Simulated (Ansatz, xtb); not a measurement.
**Two isomers of C2H8OSSi**

Structure I: `C[Si](C)(O)S`, a singlet. Structure II: `C[Si@@H](O)CS`, a singlet. Both are isolated molecules in the gas phase, relaxed with r2SCAN-D4/def2-SVP; the shapes shown needn't be the lowest conformers.

I (Å):

```
atom    x (Å)    y (Å)    z (Å)
   C   0.1911   0.9331  -0.2541
   C  -1.2501  -1.3679   1.2581
   O  -2.6954   0.4869  -0.2872
   S  -0.9885  -1.5970  -1.9863
  Si  -1.2188  -0.2979  -0.2619
   H   1.1674   0.4249  -0.2067
   H   0.1841   1.5715  -1.1529
   H   0.1052   1.5970   0.6223
   H  -2.0297  -2.1417   1.1767
   H  -1.4791  -0.7561   2.1460
   H  -0.2830  -1.8686   1.4193
   H  -2.9933   0.8128  -1.1442
   H  -0.3344  -0.6761  -2.7282
```

II (Å):

```yaml
atoms:
  - { symbol: C, position_ang: [1.8630, -0.6784, -0.8107] }
  - { symbol: C, position_ang: [0.7957, -0.5718, 2.1310] }
  - { symbol: O, position_ang: [-0.8071, -1.4010, -0.1031] }
  - { symbol: S, position_ang: [-0.7613, -0.4885, 3.1073] }
  - { symbol: Si, position_ang: [0.4066, -0.3287, 0.2960] }
  - { symbol: H, position_ang: [1.5807, -0.5633, -1.8695] }
  - { symbol: H, position_ang: [2.2236, -1.7098, -0.6696] }
  - { symbol: H, position_ang: [2.6971, 0.0123, -0.6074] }
  - { symbol: H, position_ang: [-0.0425, 1.0954, 0.1432] }
  - { symbol: H, position_ang: [-1.4684, -1.4791, 0.6015] }
  - { symbol: H, position_ang: [1.1732, -1.5950, 2.2996] }
  - { symbol: H, position_ang: [1.5461, 0.1218, 2.5461] }
  - { symbol: H, position_ang: [-1.1128, 0.7648, 2.7353] }
```

Question: Estimate which is lower in electronic energy at CCSD(T)/def2-SVP + ΔMP2/def2-TZVPP, and by roughly how much.

Answer: The CCSD(T)/def2-SVP + ΔMP2/def2-TZVPP calculation puts structure I lower, by 29.1 kcal/mol.

How the difference moves with the method:

| level | geometry | E(II) − E(I) (kcal/mol) | departure from the last row (kcal/mol) | job, with rough time for the two |
| --- | --- | --- | --- | --- |
| GFN2-xTB | GFN2-xTB | +15.8 | −13.2 | optimisation, 0.22 s |
| HF/STO-3G | GFN2-xTB | +22.7 | −6.3 | single point, 0.58 s |
| r2SCAN-D4/def2-SVP//GFN2-xTB | GFN2-xTB | +27.7 | −1.3 | single point, 4.7 s |
| r2SCAN-D4/def2-SVP | r2SCAN-D4/def2-SVP | +29.9 | +0.8 | optimisation, 3.3 min |
| HF/def2-SVP | r2SCAN-D4/def2-SVP | +29.6 | +0.5 | part of the CCSD(T) run |
| MP2/def2-SVP | r2SCAN-D4/def2-SVP | +29.0 | −0.1 | part of the CCSD(T) run |
| CCSD(T)/def2-SVP | r2SCAN-D4/def2-SVP | +27.7 | −1.4 | single point |
| CCSD(T)/def2-SVP + ΔMP2/def2-TZVPP | r2SCAN-D4/def2-SVP | +29.1 |  | single point, 33 s |

As drawn, II has 1 C–S, 1 Si–H in place of 1 S–Si, 1 C–H.

The levels shown agree on the order. The largest departure from CCSD(T)/def2-SVP + ΔMP2/def2-TZVPP is that of GFN2-xTB, 13.2 kcal/mol. The last row adds to CCSD(T) the change of the MP2 difference between the two basis sets, here +1.4 kcal/mol.

With thermal terms from frequencies at re-optimised GFN2-xTB minima (ideal gas, soft modes damped towards free rotors, one conformer each, 298.15 K, 1 atm): the zero-point term adds −1.1 kcal/mol; ΔH is +27.5 and ΔG +28.5 kcal/mol.

The correlated steps freeze 13 core orbitals. Mirror images aren't counted in ΔG. Codes used: Ansatz 0.2.0, xtb 6.7.1; the last row on 2 threads of Intel(R) Xeon(R) Platinum 8375C CPU @ 2.90GHz (Ice Lake) on a shared host.
